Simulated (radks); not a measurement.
Spherical quantum dot in the effective-mass picture: electrons in a parabolic well V = omega^2 r^2 / 2 with omega = 3.6, with a point charge +2 (a donor) at the centre, all in effective atomic units (hartree* = m*/eps^2 hartree, bohr* = eps/m* bohr), one dielectric constant everywhere. Calculated with a radial shooting solver with Libxc functionals: non-relativistic Kohn-Sham, LDA (Slater exchange, Perdew-Wang correlation), spin-polarised, spherical densities. Levels are named by radial order and angular momentum (1s, 1p, 1d, 2s, ...), and open shells are averaged over m.

N = 4, configuration 1s2 1p(up 2, down 0). This is the lowest configuration that the search found. Occupied and some empty levels:

level    occupation  eigenvalue (hartree*)  <r> (bohr*)
1s up             1                 5.3601       0.5046
1s down           1                 5.5815       0.5003
1p up             2                 10.041       0.7760
1p down           0                 10.319       0.7777
2s up             0                 12.663       0.8602
2s down           0                 12.861       0.8661
1d up             0                 13.774       0.9496
1d down           0                 14.031       0.9548
1f up             0                 17.384        1.090
1f down           0                 17.601        1.096

Energy (hartree*): total 20.8328, kinetic 17.114, external -4.1153, Hartree 11.287, exchange-correlation -3.4526.

Electron density:

r (bohr*)  n(r) (e/bohr*^3)
0.0984                6.512
0.204                 4.390
0.309                 3.044
0.415                 2.158
0.521                 1.533
0.626                 1.067
0.732                0.7118
0.837                0.4475
0.943                0.2620
1.05                 0.1422
1.15                0.07078
1.26                0.03262
1.36                0.01369
